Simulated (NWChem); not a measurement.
A series in which one site is exchanged, each optimised at PBE0/def2-SVP with NWChem, gas phase unless a solvent is named. For some, no frequency run checked for a minimum. def2 effective core potentials on Te, I; no spin-orbit coupling.

A: Cl[Te]Cl (TeCl2; site = Cl)
B: [Te](Cl)I (TeICl; site = I)
C: Cl[TeH] (HTeCl; site = H)
D: Cl[Te]F (TeClF; site = F)

| quantity | A | B | C | D |
|---|---|---|---|---|
| vertical ionisation energy, ΔSCF, CAM-B3LYP/def2-SVP (eV) | 8.93 | 8.62 | 8.98 | ___ |
| static polarisability, CAM-B3LYP/def2-SVPD (bohr³) | 69.2 | 92.5 | 55.8 | ___ |
| lowest singlet excitation, CAM-B3LYP/def2-SVPD, TDA (eV) | 2.38 | 2.07 | 2.38 | ___ |

**Question.** What belongs in the gaps?

**Answer.** 
- vertical ionisation energy, ΔSCF, CAM-B3LYP/def2-SVP (eV), D: 9.11
- static polarisability, CAM-B3LYP/def2-SVPD (bohr³), D: 53.6
- lowest singlet excitation, CAM-B3LYP/def2-SVPD, TDA (eV), D: 2.33
